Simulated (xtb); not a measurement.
C2H7NSi3, SMILES C#C[SiH]1[SiH2]N[SiH2]1. All values are semi-empirical tight-binding results from xtb (GFN2-xTB unless named), good for trends rather than for accurate numbers. The structure is a stationary point at GFN2-xTB. This is a generated structure with no PubChem entry under its InChIKey; it may be hypothetical.

Computed properties:
The orbital gap is 3.24 eV and the dipole moment is 0.32 D. The zero-point energy comes out as 46.8 kcal/mol. The G − E(el) at 298.15 K (modified RRHO) is 25.3 kcal/mol and the static polarisability (D4 model) is 108.8 bohr³. The solvation energy, GFN2-xTB/ALPB(water) comes out as -1.0 kcal/mol and the solvation energy, GFN2-xTB/ALPB(hexane) comes out as -3.8 kcal/mol.
